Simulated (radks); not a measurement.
Removal energies from the mercury ion Hg10+, [Xe] 4f14 5d2, by Delta-SCF beside the eigenvalue of the level emptied. All-electron calculation, scalar-relativistic Kohn-Sham, PBE, spin-polarised, spherical densities, finite nucleus; Fermi nuclear charge, rms radius of each element as measured or else 0.836 A^(1/3) + 0.57 fm. Program: a radial shooting solver on a logarithmic mesh with Libxc functionals. Open shells are filled with parallel spins first.

removed from         final configuration  Delta-SCF (eV)  -eigenvalue (eV)
5d                         [Xe] 4f14 5d1          172.33            162.92
5p            [Kr] 4d10 4f14 5s2 5p5 5d2          238.23            227.60
4f                         [Xe] 4f13 5d2          286.69            268.40
5s            [Kr] 4d10 4f14 5s1 5p6 5d2          294.93            283.28
